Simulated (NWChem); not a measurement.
System: CH₃IOZn; SMILES C[O][Zn][I]

Input file for NWChem:

```
start job
memory heap 200 mb stack 900 mb global 1100 mb
geometry units angstroms noautoz
  Zn     0.269844     0.824845     0.003613
  I     -0.610995    -1.439343    -0.004832
  O      1.094648     2.410701     0.012325
  C      0.427308     3.647625    -0.010016
  H     -0.243163     3.816647     0.868876
  H      1.187811     4.462093     0.011345
  H     -0.188963     3.812562    -0.928615
end
basis spherical
  * library def2-svp
end
ecp
  I library def2-ecp
end
dft
  xc hfexch
  iterations 150
  vectors input atomic output neutral.movecs
end
task dft energy
charge 1
dft
  odft
  mult 2
  vectors input atomic output cation.movecs
end
task dft energy
```

Excerpt of the output:

```
             Northwest Computational Chemistry Package (NWChem) 7.3.0
             --------------------------------------------------------

 C1  symmetry detected

                             Geometry "geometry" -> ""
                             -------------------------

 Output coordinates in angstroms (scale by  1.889725989 to convert to a.u.)

  No.       Tag          Charge          X              Y              Z
 ---- ---------------- ---------- -------------- -------------- --------------
    1 Zn                  30.0000     0.13371587     0.88770319     0.00057154
    2 I                   53.0000    -0.03295669    -1.53607810    -0.00013115
    3 O                    8.0000     0.44888776     2.64724310    -0.00109881
    4 C                    6.0000    -0.55680901     3.62927980    -0.00026123
    5 H                    1.0000    -1.22543518     3.59229425     0.89535144
    6 H                    1.0000    -0.07301590     4.63330154     0.00772531
    7 H                    1.0000    -1.21656833     3.60182407    -0.90291405

 Effective nuclear repulsion energy (a.u.)     599.6136707988

 Summary of "ao basis" -> "ao basis" (spherical)
 ------------------------------------------------------------------------------
       Tag                 Description            Shells   Functions and Types
 ---------------- ------------------------------  ------  ---------------------
 Zn                         def2-svp                11       31   5s3p2d1f
 I                          def2-svp                10       26   4s4p2d
 O                          def2-svp                 6       14   3s2p1d
 C                          def2-svp                 6       14   3s2p1d
 H                          def2-svp                 3        5   2s1p

            General Information
            -------------------
          SCF calculation type: DFT
          Wavefunction type:  closed shell.
          No. of atoms     :     7
          No. of electrons :    72
           Alpha electrons :    36
            Beta electrons :    36
          Charge           :     0
          Spin multiplicity:     1
          Use of symmetry is: off; symmetry adaption is: off
          Maximum number of iterations: 150
          AO basis - number of functions:   100
                     number of shells:    42
          Convergence on energy requested:  1.00D-06
          Convergence on density requested:  1.00D-05
          Convergence on gradient requested:  5.00D-04

              XC Information
              --------------
                     Hartree-Fock (Exact) Exchange  1.000

      Superposition of Atomic Density Guess
      -------------------------------------

 Sum of atomic energies:       -2238.50240122

      Non-variational initial energy
      ------------------------------

 Total energy =   -2189.126001
 1-e energy   =   -3881.676427
 2-e energy   =    1329.117870
 HOMO         =      -0.355318
 LUMO         =      -0.056140

   convergence    iter        energy       DeltaE   RMS-Dens  Diis-err
 ---------------- ----- ----------------- --------- --------- ---------
 d= 0,ls=0.0,diis     1  -2188.5885673887 -2.55D+03  7.75D-03  5.97D-01
 d= 0,ls=0.0,diis     2  -2188.6364044735 -4.78D-02  2.83D-03  2.79D-01
 d= 0,ls=0.0,diis     3  -2188.6618768994 -2.55D-02  7.73D-04  4.59D-03
 d= 0,ls=0.0,diis     4  -2188.6626987903 -8.22D-04  1.89D-04  2.59D-04
 d= 0,ls=0.0,diis     5  -2188.6627482058 -4.94D-05  6.29D-05  2.43D-05
  Resetting Diis
 d= 0,ls=0.0,diis     6  -2188.6627528191 -4.61D-06  2.43D-05  3.17D-06
 d= 0,ls=0.0,diis     7  -2188.6627535206 -7.01D-07  6.70D-06  2.98D-07

         Total DFT energy =    -2188.662753520572
      One electron energy =    -3882.297870080943
           Coulomb energy =     1435.649984678070
    Exchange-Corr. energy =     -105.447424803723
 Nuclear repulsion energy =      363.432556686023

 Numeric. integr. density =        0.000000000000

                       DFT Final Molecular Orbital Analysis
                       ------------------------------------

 Vector   34  Occ=2.000000D+00  E=-4.172014D-01
              MO Center=  9.3D-02,  1.8D+00, -8.3D-04, r^2= 6.0D+00
   Bfn.  Coefficient  Atom+Function         Bfn.  Coefficient  Atom+Function
  ----- ------------  ---------------      ----- ------------  ---------------
    61      0.318152  3 O  px                43      0.298674  2 I  py
    62      0.285839  3 O  py                64      0.285983  3 O  px
    46      0.221847  2 I  py                91     -0.220142  6 H  s
    13     -0.212489  1 Zn py                65      0.212726  3 O  py
    75     -0.140233  4 C  px                76     -0.128851  4 C  py

 Vector   35  Occ=2.000000D+00  E=-3.757110D-01
              MO Center= -2.6D-02, -1.4D+00, -1.0D-04, r^2= 2.2D+00
   Bfn.  Coefficient  Atom+Function         Bfn.  Coefficient  Atom+Function
  ----- ------------  ---------------      ----- ------------  ---------------
    42      0.575836  2 I  px                45      0.564610  2 I  px
    39     -0.237688  2 I  px                36     -0.194000  2 I  px
    12      0.072983  1 Zn px                15      0.063178  1 Zn d -2
    43     -0.042151  2 I  py                61     -0.040575  3 O  px
    46     -0.039789  2 I  py                64     -0.039176  3 O  px

 Vector   36  Occ=2.000000D+00  E=-3.748326D-01
              MO Center= -2.5D-02, -1.4D+00, -1.6D-04, r^2= 2.5D+00
   Bfn.  Coefficient  Atom+Function         Bfn.  Coefficient  Atom+Function
  ----- ------------  ---------------      ----- ------------  ---------------
    44      0.572931  2 I  pz                47      0.562993  2 I  pz
    41     -0.236530  2 I  pz                38     -0.193038  2 I  pz
    63     -0.092706  3 O  pz                66     -0.086862  3 O  pz
    16      0.073245  1 Zn d -1              14      0.057298  1 Zn pz
    96     -0.031462  7 H  s                 86      0.031008  5 H  s

 Vector   37  Occ=0.000000D+00  E= 5.045899D-02
              MO Center=  6.7D-02,  7.4D-01,  2.2D-03, r^2= 6.7D+00
   Bfn.  Coefficient  Atom+Function         Bfn.  Coefficient  Atom+Function
  ----- ------------  ---------------      ----- ------------  ---------------
     5      1.339162  1 Zn s                 46     -0.488961  2 I  py
    35     -0.467733  2 I  s                 74     -0.281392  4 C  s
    60     -0.239144  3 O  s                 43     -0.192481  2 I  py
     3     -0.164993  1 Zn s                 34     -0.149978  2 I  s
    13     -0.141057  1 Zn py                62      0.122427  3 O  py

 Vector   38  Occ=0.000000D+00  E= 1.618331D-01
              MO Center=  2.5D-02,  1.4D+00,  2.7D-03, r^2= 5.3D+00
   Bfn.  Coefficient  Atom+Function         Bfn.  Coefficient  Atom+Function
  ----- ------------  ---------------      ----- ------------  ---------------
    74      1.167027  4 C  s                 12      0.876329  1 Zn px
    87     -0.609302  5 H  s                 97     -0.597955  7 H  s
    92     -0.553604  6 H  s                  5      0.262635  1 Zn s
     9     -0.233713  1 Zn px                79      0.214349  4 C  py
    42     -0.150942  2 I  px                78     -0.150812  4 C  px

 Vector   39  Occ=0.000000D+00  E= 1.721100D-01
              MO Center= -1.7D-02,  9.4D-01, -1.6D-03, r^2= 3.6D+00
   Bfn.  Coefficient  Atom+Function         Bfn.  Coefficient  Atom+Function
  ----- ------------  ---------------      ----- ------------  ---------------
    14      0.975719  1 Zn pz                97     -0.462382  7 H  s
    87      0.454079  5 H  s                 80     -0.328133  4 C  pz
    11     -0.257426  1 Zn pz                44     -0.165802  2 I  pz
    54      0.129397  2 I  d -1              47     -0.128088  2 I  pz
    66     -0.126026  3 O  pz                63     -0.118090  3 O  pz

     Multipole analysis of the density
     ---------------------------------

     L   x y z        total         alpha         beta         nuclear
     -   - - -        -----         -----         ----         -------
     0   0 0 0     -0.000000    -36.000000    -36.000000     72.000000

     1   1 0 0     -0.497352     -1.120584     -1.120584      1.743815
     1   0 1 0      0.322699    -40.477384    -40.477384     81.277468
     1   0 0 1      0.002638     -0.002151     -0.002151      0.006939

     2   2 0 0    -39.534668    -32.306827    -32.306827     25.078985
     2   1 1 0     -3.557550     10.566512     10.566512    -24.690575
     2   1 0 1      0.002837      0.001374      0.001374      0.000089
     2   0 2 0    -44.904054   -495.738221   -495.738221    946.572388
     2   0 1 1      0.011568      0.021283      0.021283     -0.030997
     2   0 0 2    -39.048401    -22.411385    -22.411385      5.774368

                                 NWChem DFT Module
                                 -----------------

            General Information
            -------------------
          SCF calculation type: DFT
          Wavefunction type:  spin polarized.
          No. of atoms     :     7
          No. of electrons :    71
           Alpha electrons :    36
            Beta electrons :    35
          Charge           :     1
          Spin multiplicity:     2
          Use of symmetry is: off; symmetry adaption is: off
          Maximum number of iterations: 150
          AO basis - number of functions:   100
                     number of shells:    42
          Convergence on energy requested:  1.00D-06
          Convergence on density requested:  1.00D-05
          Convergence on gradient requested:  5.00D-04

              XC Information
              --------------
                     Hartree-Fock (Exact) Exchange  1.000

      Superposition of Atomic Density Guess
      -------------------------------------

 Sum of atomic energies:       -2238.50240122

 Renormalizing density from      72.00 to     71

      Non-variational initial energy
      ------------------------------

[...]
```

Level: Hartree-Fock/def2-SVP with def2 effective core potentials on I, vertical spin-unrestricted ions. Structure relaxed at the PBE-D3(BJ)/def2-SVP level. def2 effective core potentials on I; no spin-orbit coupling.
